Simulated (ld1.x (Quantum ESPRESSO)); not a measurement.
## iron (Fe): one change to a TM potential, before and after

Fe (Z = 26), norm-conserving Troullier–Martins (Kleinman–Bylander form), made with ld1.x (Quantum ESPRESSO) 7.5 (PBE, fully relativistic). Core [Ar], reference 3d6 4s2 4p0. Waves: 4s (bound): rc 2.15 bohr; 4p (bound, empty): rc 2.30 bohr; 3d (bound): rc 1.05 bohr. Local part: all-electron potential smoothed inside 1.15 bohr (lloc = -1). Core correction: a·sin(br)/r model core, default radius (core density twice the valence density).

Open shells are filled in proportion to 2j + 1 (rel_dist='average').

Change: all radii but the core radius scaled by about 1.15 (s 2.48, p 2.64, d 1.20 bohr); local potential all-electron potential smoothed inside 1.32 bohr (lloc = -1).

Cutoffs: the cutoffs (Ry, on a coarse ladder) from which the occupation-weighted sum of valence levels, in a spherical-Bessel basis at the reference potential, stays within 10 and 1 mRy of its value at 400 Ry; they do not see the model core or the augmentation charge, which bear on the density cutoff. Errors are all-electron minus pseudo energies relative to the spin-unpolarised reference configuration.

Predict the effect on cutoff, ghosts and configuration errors.

The potential gets softer (180 Ry and 260 Ry → 140 Ry and 230 Ry); both files keep a bound ghost (s); the number of tests that count goes from 6 to 7; of the 6 tests that both files solve, the error grows in 1 and shrinks in 1 by more than 15 % and 0.3 meV (median size 29.7 → 22.3 meV). A larger radius leaves more room for a smooth pseudo-wave, so fewer plane waves are needed.

| quantity | base | changed |
| --- | --- | --- |
| cutoff, loose | 180 Ry | 140 Ry |
| cutoff, tight | 260 Ry | 230 Ry |
| loose cutoff by channel (10 mRy a level) | s 6 Ry, d 160 Ry | s 12 Ry, d 140 Ry |
| bound ghosts | s | s |
| tests counted (converged, no solver errors) | 6 of 7 | 7 of 7 |
| error for 3d6 4s1 4p0, meV [ΔE 8.73 eV] | -7.8 | -7.4 |
| error for 3d6 4s0 4p0, meV [ΔE 24.93 eV] | -50 | -48 |
| error for 3d5 4s0 4p0, meV [ΔE 59.15 eV] | -155 | -197 |
| error for 3d6 4s0 4p2, meV [ΔE 8.45 eV] | +20 | -6.0 |
| error for 3d6.5 4s1.5 4p0, meV [ΔE -0.73 eV] | -39 | -37 |
| error for 3d6 4s1.5 4p0, meV [ΔE 3.48 eV] | -1.5 | -1.4 |

Base: Tests not counted: 3d5 4s2 4p1 (solver errors, printed error -3.1 eV). These tests converged, but a pseudo level misses the all-electron one widely, so the file describes the atom poorly there or has found another state: 3d6 4s0 4p0: empty 4p by 2.1 eV (a node warning on the way). A true bound ghost makes a file unfit for plane-wave use even where its test errors are small: the radial tests pick states by their node count and pass the ghost by. Where a test does run into it, the solver fails or the error is huge.
